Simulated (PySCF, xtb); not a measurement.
Ga(F)(Cl)(vinyl) (C₂H₃ClFGa), SMILES C=[CH][Ga]([F])[Cl]. Other conformers were not sampled.

Harmonic wavenumbers (cm⁻¹) from GFN2-xTB (xtb) at its own minimum, in rising order: 59, 82, 126, 128, 260, 351, 443, 446, 493, 907, 951, 1002, 1164, 1375, 1632, 2999, 3038, 3059.

Question: What does PBE-D3(BJ)/def2-SVP run with PySCF give at its own minimum? (Estimate from the structure and the level; the computed values follow.)

Answer: 80, 83, 164, 167, 292, 403, 474, 576, 688, 960, 965, 1000, 1206, 1364, 1604, 3047, 3098, 3143. Paired by order, the mean absolute difference is 49 cm⁻¹ and the zero-point energies are 26.5 and 27.6 kcal/mol.
